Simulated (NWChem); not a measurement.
System: C₄H₉O, doublet; SMILES CC(C)(C)[O]

Computed with NWChem. Spin-unrestricted. Medium grid unless said otherwise, to which SCAN and Minnesota functionals are sensitive. In the optimisation the excess spin sits in a' (Cs, its own frame). The radical's symmetric form is orbitally degenerate, so geometry and low modes hang on which distorted state is reached. Coordinates come from a PBE0/def2-SVP, spin-unrestricted optimisation. No stability test was run on the SCF state.

For level B97-2/def2-SVP:

```yaml
highest occupied level (eV): -6.88
lowest empty minus highest occupied level, either spin (eV): 3.49
```

Q: What are these values for level MN15-L/def2-SVP?

A: The highest occupied level (eV) is -6.18 and the lowest empty minus highest occupied level, either spin (eV) is 2.36.
